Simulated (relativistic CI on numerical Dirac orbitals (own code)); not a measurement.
# Level scheme of In³⁸⁺

Method of calculation: Dirac-Coulomb-Breit CI, separate exchange-only KLI orbitals for each configuration, QED by a radiative potential, unscaled Slater integrals (own radial code, finite nucleus).

Configurations in the expansion (outside the closed core [Ne]): 3s, 3p, 3d, 4s, 4p, 4d, 4f, 5s, 5p, 5d, 5f, 5g, 6s, 6p, 6d, 7s, 7p. Levels of other configurations are missing.

The lowest level is 3s 2S_1/2, with 100 % of that term; Hund's rules for 3s give 2S with J = 1/2, in agreement.

| No. | Configuration | Term | J | E (10³ cm⁻¹) | % | Next component (%) | Lifetime (s) |
| --- | --- | --- | --- | --- | --- | --- | --- |
| 1 | 3s | 2S | 1/2 | 0.0 | 100 |  |  |
| 2 | 3p | 2P° | 1/2 | 704.4 | 100 |  | 4.94e-11 |
| 3 | 3p | 2P° | 3/2 | 1147.0 | 100 |  | 1.11e-11 |
| 4 | 3d | 2D | 3/2 | 2052.2 | 100 |  | 9.04e-12 |
| 5 | 3d | 2D | 5/2 | 2148.6 | 100 |  | 1.93e-11 |
| 6 | 4s | 2S | 1/2 | 9683.0 | 100 |  | 1.24e-13 |
| 7 | 4p | 2P° | 1/2 | 9973.5 | 100 |  | 1.05e-13 |
| 8 | 4p | 2P° | 3/2 | 10152.9 | 100 |  | 1.27e-13 |
| 9 | 4d | 2D | 3/2 | 10494.6 | 100 |  | 6.23e-14 |
| 10 | 4d | 2D | 5/2 | 10536.6 | 100 |  | 6.13e-14 |
| 11 | 4f | 2F° | 5/2 | 10715.6 | 100 |  | 2.92e-14 |
| 12 | 4f | 2F° | 7/2 | 10733.3 | 100 |  | 2.95e-14 |
| 13 | 5s | 2S | 1/2 | 13973.8 | 100 |  | 1.53e-13 |
| 14 | 5p | 2P° | 1/2 | 14119.8 | 100 |  | 1.30e-13 |
| 15 | 5p | 2P° | 3/2 | 14209.8 | 100 |  | 1.54e-13 |
| 16 | 5d | 2D | 3/2 | 14376.7 | 100 |  | 8.38e-14 |
| 17 | 5d | 2D | 5/2 | 14398.5 | 100 |  | 8.34e-14 |
| 18 | 5f | 2F° | 5/2 | 14487.0 | 100 |  | 5.46e-14 |
| 19 | 5f | 2F° | 7/2 | 14496.1 | 100 |  | 5.53e-14 |
| 20 | 5g | 2G | 7/2 | 14507.5 | 100 |  | 1.00e-13 |
| 21 | 5g | 2G | 9/2 | 14513.0 | 100 |  | 1.01e-13 |
| 22 | 6s | 2S | 1/2 | 16246.0 | 100 |  | 2.13e-13 |
| 23 | 6p | 2P° | 1/2 | 16329.4 | 100 |  | 1.81e-13 |
| 24 | 6p | 2P° | 3/2 | 16380.8 | 100 |  | 2.11e-13 |
| 25 | 6d | 2D | 3/2 | 16474.9 | 100 |  | 1.23e-13 |
| 26 | 6d | 2D | 5/2 | 16487.5 | 100 |  | 1.23e-13 |
| 27 | 7s | 2S | 1/2 | 17592.9 | 100 |  | 2.94e-13 |
| 28 | 7p | 2P° | 1/2 | 17644.9 | 100 |  | 2.59e-13 |
| 29 | 7p | 2P° | 3/2 | 17677.0 | 100 |  | 2.97e-13 |

Energies count from the lowest computed level; ° marks odd parity; lifetimes are radiative, by E1, M1, E2, M2 decay to levels of this space only.

The mean weight of the leading LS term, summed over parents, in these 29 levels is 100 %, and that of the leading jj configuration (from the same eigenvectors) 100 %.

At this charge energies of transitions that change n are usually good to better than 1 %, and those within a shell (Δn = 0) to a few per cent.
